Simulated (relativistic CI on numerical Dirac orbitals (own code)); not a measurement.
## Co22+: sensitivity of the levels to the model

Base calculation: Dirac-Coulomb-Breit CI, KLI orbitals optimised for each configuration, model QED (radiative potential, 1s self-energy scaled to tabulated hydrogen-like ionisation energies), unscaled Slater integrals.

Configuration list (outside the closed core 1s2): 2s2 2p, 2s 2p2, 2p3, 2p2 3s, 2p2 3p, 2p2 3d, 2s2 3s, 2s2 3p, 2s2 3d, 2s 2p 3s, 2s 2p 3p, 2s 2p 3d, 2s2 4s, 2s2 4p, 2s2 4d, 2s2 4f. Levels of other configurations are missing.

The lowest level and the first level of each name with at least 55 % of one term (blank where a level has no safe partner in the second run):

```csv
Level,Base (cm⁻¹),Shift (cm⁻¹)
2s2 2p 2P°_1/2,0,0
2s2 2p 2P°_3/2,139469,+73
2s 2p2 4P_1/2,427015,-2316
2s 2p2 4P_3/2,494319,-2331
2s 2p2 4P_5/2,555664,-2095
2s 2p2 2D_3/2,793082,+1473
2s 2p2 2D_5/2,822791,+1075
2s 2p2 2P_1/2,911797,+1689
2s 2p2 2S_1/2,1058855,+399
2s 2p2 2P_3/2,1074330,+3857
2p3 4S°_3/2,1339551,-2471
2p3 2D°_3/2,1494215,+813
2p3 2D°_5/2,1531321,+1157
2p3 2P°_1/2,1684182,+351
```

At this charge energies of transitions that change n are usually good to better than 1 %, and those within a shell (Δn = 0) to a few per cent.

**Question.** One thing was changed in a second run, which moved the levels as shown. Which?
A. configuration mixing switched off
B. only the first 3 configurations
C. Breit term removed
D. QED terms removed

**Answer.** B. Only the first 3 configurations. With fewer configurations the levels that remain lose their mixing partners.

LS names give the leading component of a level, which can be under half, so a name can repeat, a term be missing and a line seem to break the LS rules.
